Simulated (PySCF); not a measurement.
## Re³⁷⁺: ionisation energy

Re³⁷⁺ [Kr] 4d2 [4d3/2^2, M_J = 2] → Re³⁸⁺ [Kr] 4d1 [4d3/2^1, M_J = 3/2], as a difference of total energies. Calculation: PySCF 2.14, in an even-tempered Gaussian basis (17 s from 4.1 bohr⁻², ratio 2.8; 14 p from 5.4 bohr⁻², ratio 2.8; 9 d from 5.4 bohr⁻², ratio 2.8; 3 f from 20 bohr⁻², ratio 3); the two-component X2C-1e Hamiltonian. Correlated levels: [Ar] 3d10 frozen; the 98 highest virtual spinors dropped. "Screened" scales the spin-orbit matrix elements by Boettger's factors to mimic the two-electron term; Breit and QED terms are absent.

```json
{"method": "GHF (spin-free)", "ionisation energy (eV)": "1632.2"}
{"method": "GMP2 (spin-free)", "ionisation energy (eV)": "1632.1"}
{"method": "GHF (screened spin-orbit)", "ionisation energy (eV)": "1642.7"}
{"method": "GMP2 (screened spin-orbit)", "ionisation energy (eV)": "1642.8"}
```

Breit and QED terms and the two-electron picture change are absent.

The spin-free rows relax to the high-spin LS determinant and lack the spin-orbit shift.

The labels give the starting determinants; with spin-orbit coupling the two ends relaxed to ⟨J²⟩ = 6.02, ⟨L²⟩ = 10.25, ⟨S²⟩ = 1.58 and ⟨J²⟩ = 3.75, ⟨L²⟩ = 6.09, ⟨S²⟩ = 0.84.

For comparison: 1641 ± 4 eV (theoretical estimate listed by NIST; NIST Atomic Spectra Database, ionization energies).
